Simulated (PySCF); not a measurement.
Nb: electron affinity

Nb⁻ [Kr] 4d4 5s2 (5D) → Nb [Kr] 4d4 5s1 (6D), as a difference of total energies. Computed with PySCF 2.14 in def2-TZVPPD with the def2 core potential (28 electrons) (6s4p3d2f1g, 56 functions), with scalar relativity through the core potential. Correlated levels: valence and next inner shell: nothing frozen outside the core potential. The calculations carry no spin-orbit coupling.

```json
{"method": "UHF", "electron affinity (eV)": "-0.701"}
{"method": "MP2 (valence and next inner shell)", "electron affinity (eV)": "0.311"}
{"method": "SCS-MP2 (valence and next inner shell)", "electron affinity (eV)": "0.453"}
{"method": "CCSD (valence and next inner shell)", "electron affinity (eV)": "0.434"}
{"method": "CCSD(T) (valence and next inner shell)", "electron affinity (eV)": "0.614"}
```

The reference lies between the lowest fine-structure levels, while these numbers refer to the centres of the terms.

Errors of the correlated levels include the incompleteness of this basis.

A negative affinity means that the anion lies above the atom at that level of theory.

For comparison: 0.917 eV (measured; photodetachment measurements, as compiled on the Wikipedia data page of electron affinities).
